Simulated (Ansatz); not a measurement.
(BeSe)n off (charge +1): gap (eV) at several levels, gas phase, relaxed structures; Ansatz. Clusters are the lowest isomers that short searches found in that spin, judged at the geometry's level. HOMO and LUMO are taken over both spins. The structures are stationary points that may keep the symmetry of their start.

```tsv
species	state	geometry	PBE-D4/def2-SVP	PBE-D4/def2-TZVP	PBE0-D4/def2-SVP	PBE0-D4/def2-TZVP
Be2Se2⁺	doublet	PBE0-D4/def2-TZVP	0.89	0.89	2.77	2.72
Be3Se2⁺	doublet	PBE-D4/def2-SVP	1.10	1.13	2.31	2.37
Be4Se3⁺	doublet	B3LYP-D4/def2-SVP	0.87	0.99	2.43	2.58
Be5Se4⁺	doublet	r2SCAN-D4/def2-SVP	0.73	0.81	2.28	2.39
```

Q: Estimate the column for r2SCAN-D4/def2-TZVP.

A: Be2Se2⁺ 1.36; Be3Se2⁺ 1.34; Be4Se3⁺ 1.62; Be5Se4⁺ 1.39.

Over the 4 species that have every level, the mean is 0.90 at PBE-D4/def2-SVP, 0.96 at PBE-D4/def2-TZVP, 1.43 at r2SCAN-D4/def2-TZVP, 2.45 at PBE0-D4/def2-SVP, 2.51 at PBE0-D4/def2-TZVP. Orbital gaps grow with the share of exact exchange and aren't one observable across functionals.
